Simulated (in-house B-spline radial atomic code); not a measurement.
The numbers below are computed, except where a source is named.
Stopping of slow ions oscillates with Z: Li to Ar at r_s = 1.5

A nucleus sits in a uniform electron gas with a rigid positive background. The Kohn-Sham equations are solved self-consistently in the spin-unpolarised LDA (PW92), non-relativistic, on B-splines with outgoing waves at the boundary and partial waves to l = 8. The model has no lattice, no bands and no magnetic solution. Atomic units; δ_l are the phase shifts at the Fermi level, counted so that each bound state adds π, and good to about 0.0005.

The density parameter is r_s = 1.5 bohr. The friction coefficient Q = n k_F σ_tr gives dE/dx = Q v for slow ions. Some elements are left out of the table, so an extreme may lie at one of them.

| ion | δ0/π | δ1/π | δ2/π | δ3/π | σ_tr (bohr²) | Q (a.u.) |
| --- | --- | --- | --- | --- | --- | --- |
| Li | 0.744 | 0.169 | 0.033 | 0.008 | 10.03 | 0.9082 |
| Be | 0.916 | 0.257 | 0.042 | 0.010 | 12.17 | 1.1014 |
| B | 1.069 | 0.357 | 0.048 | 0.011 | 15.50 | 1.4030 |
| C | 1.205 | 0.463 | 0.053 | 0.013 | 18.59 | 1.6822 |
| N | 1.325 | 0.573 | 0.060 | 0.015 | 19.61 | 1.7747 |
| O | 1.432 | 0.680 | 0.070 | 0.017 | 18.05 | 1.6332 |
| F | 1.532 | 0.783 | 0.083 | 0.019 | 14.90 | 1.3484 |
| Ne | 1.630 | 0.880 | 0.101 | 0.022 | 11.57 | 1.0473 |
| Mg | 1.828 | 1.063 | 0.143 | 0.026 | 7.53 | 0.6819 |
| Al | 1.926 | 1.154 | 0.166 | 0.027 | 7.56 | 0.6839 |
| Si | 2.022 | 1.245 | 0.190 | 0.029 | 9.22 | 0.8344 |
| P | 2.112 | 1.336 | 0.215 | 0.030 | 12.43 | 1.1247 |
| S | 2.196 | 1.424 | 0.243 | 0.031 | 16.74 | 1.5149 |
| Cl | 2.274 | 1.507 | 0.276 | 0.031 | 21.52 | 1.9477 |
| Ar | 2.345 | 1.584 | 0.315 | 0.032 | 26.25 | 2.3754 |

Question: Where are the largest and smallest frictions, and what do the phase shifts say there?

Answer: Largest: Ar, Q = 2.3754; smallest: Mg, Q = 0.6819, a ratio of 3.5. For the largest δ1/π = 1.58; it lies at the edge of the table, which can't show whether it is a peak. For the smallest the differences δ_l − δ_(l+1), measured from the nearest multiple of π, are 0.24π, 0.08π, 0.12π; σ_tr grows with the sines of these.

Question: At equal speed, Lindhard and Scharff's formula, with silicon as an example target, scales as Z^(7/6)/(Z^(2/3) + 14^(2/3))^(3/2). How does its rise from the first ion to the last compare?

Answer: It rises smoothly by 0.6456/0.1626 = 3.97, while Q changes by 2.375/0.908 = 2.62. The statistical formula averages over shells, so it can't show the oscillation.
